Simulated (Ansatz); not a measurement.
Frontier orbitals of ClF3MoO (`[O]=[Mo]([F])([F])([F])[Cl]`).

Charge 0, multiplicity 1. Correlated methods include outer-core shells of Mo, which these sets cover unevenly. Mo: def2 effective core potential. The structure was optimised at the PBE0-D4/def2-TZVP level. Basis def2-TZVPP, Ansatz 0.2.0.

```tsv
functional	HOMO (eV)	LUMO (eV)	gap (eV)
PBE	-8.68	-5.68	3.00
revPBE	-8.59	-5.58	3.01
BLYP	-8.54	-5.60	2.94
B97M-V	-9.16	-5.78	3.38
PBE0	-10.19	-5.11	5.08
LC-ωPBE	-12.90	-2.86	10.04
ωB97X-V	-12.54	-2.93	9.61
ωB97M-V	-12.41	-2.93	9.48
HF	-13.74	-1.65	12.09
```

Against PBE, PBE0 changes HOMO and LUMO by −1.51 and +0.57 eV, ωB97M-V by −3.73 and +2.75 eV. A gap of 3.00 eV thus becomes 9.48 eV for the same molecule, so an orbital gap means little without its functional.

LC-ωPBE has ω = 0.4 bohr⁻¹.
